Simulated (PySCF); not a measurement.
C7H4FO (charge +1).
SMILES with atom numbers: `[CH:1]#[C:2][c:3]1[cH:4][c:5]([F:6])[cH:7][cH:8][o+:9]1` (hydrogens: H10 on C1; H11 on C4; H12 on C7; H13 on C8)

Cartesian coordinates in Å at the PBE0-D3(BJ)/def2-SVP level; atoms count from 1:
```
atom  x, y, z in Å
C1     3.1630   -1.0635   -0.4513
C2     2.0152   -0.7057   -0.2916
C3     0.6922   -0.2669   -0.1037
C4     0.2826    1.0565   -0.1353
C5    -1.0696    1.3240    0.0708
F6    -1.4919    2.5437    0.0484
C7    -1.9835    0.2825    0.3033
C8    -1.4839   -0.9887    0.3158
O9    -0.2004   -1.2371    0.1193
H10    4.1831   -1.3879   -0.5955
H11    1.0004    1.8580   -0.3157
H12   -3.0443    0.4802    0.4666
H13   -2.0679   -1.8964    0.4816
```

All values: wB97X-D/def2-SVPD (PySCF, non-relativistic), on one gas-phase PBE0-D3(BJ)/def2-SVP geometry that isn't relaxed in the solvent. The solvent is an IEF-PCM continuum (van der Waals radii × 1.2), and excitations are vertical TDDFT with non-equilibrium linear response and a frozen core. Specific hydrogen bonds and non-electrostatic terms are outside this model.

Gas-phase singlets (H = HOMO, L = LUMO):

```
state  E (eV)  λ (nm)      f  leading configurations
   S1   4.325     287  0.000   H-1→L 87%, H-1→L+1 9%
   S2   4.463     278  0.335                 H→L 94%
   S3   5.680     218  0.030     H→L+1 76%, H-2→L 9%
   S4   6.220     199  0.095    H-2→L 61%, H-3→L 22%
   S5   6.421     193  0.000  H→L+2 62%, H-1→L+1 24%
```

Q: How does the list change in methanol (ε = 32.61)?

A: 
```
state  E (eV)  λ (nm)      f          leading configurations  change by rank (eV)
   S1   4.461     278  0.416                         H→L 94%               +0.136
   S2   4.612     269  0.000           H-1→L 88%, H-1→L+1 8%               +0.149
   S3   5.774     215  0.021  H→L+1 68%, H-2→L 17%, H-3→L 9%               +0.094
   S4   6.167     201  0.166            H-2→L 65%, H-3→L 18%               -0.053
   S5   6.403     194  0.000           H→L+2 86%, H-3→L+2 8%               -0.018
```

Q: Give the list for dimethylsulfoxide (ε = 46.83), n² = 2.19.

A: 
```json
{"state": "S1", "E (eV)": "4.430", "λ (nm)": "280", "f": "0.440", "leading configurations": "H→L 95%", "change by rank (eV)": "+0.105"}
{"state": "S2", "E (eV)": "4.616", "λ (nm)": "269", "f": "0.000", "leading configurations": "H-1→L 88%, H-1→L+1 8%", "change by rank (eV)": "+0.153"}
{"state": "S3", "E (eV)": "5.767", "λ (nm)": "215", "f": "0.024", "leading configurations": "H→L+1 68%, H-2→L 16%, H-3→L 9%", "change by rank (eV)": "+0.087"}
{"state": "S4", "E (eV)": "6.149", "λ (nm)": "202", "f": "0.185", "leading configurations": "H-2→L 67%, H-3→L 16%", "change by rank (eV)": "-0.071"}
{"state": "S5", "E (eV)": "6.401", "λ (nm)": "194", "f": "0.000", "leading configurations": "H→L+2 86%, H-3→L+2 8%", "change by rank (eV)": "-0.020"}
```

Q: The ground-state energy changes by -2.307 eV from gas to dimethylsulfoxide. By how much does the total energy of gas-phase S2 change?

A: E(S2) = E(S0) + excitation energy, so it changes by -2.307 − 0.033 = -2.340 eV: it is lowered more than the ground state, which is what a red shift means. This is the vertical state, with the slow part of the continuum still set for S0.

Q: How do the frontier levels move from gas to dimethylsulfoxide?

A: 
```json
{"orbital": "LUMO+2", "gas (eV)": "-2.58", "solvent (eV)": "1.35", "change (eV)": "+3.93"}
{"orbital": "LUMO+1", "gas (eV)": "-4.88", "solvent (eV)": "-0.61", "change (eV)": "+4.27"}
{"orbital": "LUMO", "gas (eV)": "-6.20", "solvent (eV)": "-2.02", "change (eV)": "+4.18"}
{"orbital": "HOMO", "gas (eV)": "-14.50", "solvent (eV)": "-10.46", "change (eV)": "+4.04"}
{"orbital": "HOMO-1", "gas (eV)": "-15.28", "solvent (eV)": "-11.42", "change (eV)": "+3.86"}
{"orbital": "HOMO-2", "gas (eV)": "-16.42", "solvent (eV)": "-12.18", "change (eV)": "+4.24"}
{"orbital": "HOMO-3", "gas (eV)": "-16.95", "solvent (eV)": "-12.84", "change (eV)": "+4.11"}
```

The HOMO–LUMO gap goes from 8.30 to 8.43 eV.

Rough CPU time on one thread of a shared machine: about 60 s. This is the whole response run at wB97X-D/def2-SVPD in dimethylsulfoxide, SCF included.

Note: wB97X-D ran without an empirical dispersion term, which enters the total energy and its gradient alone.
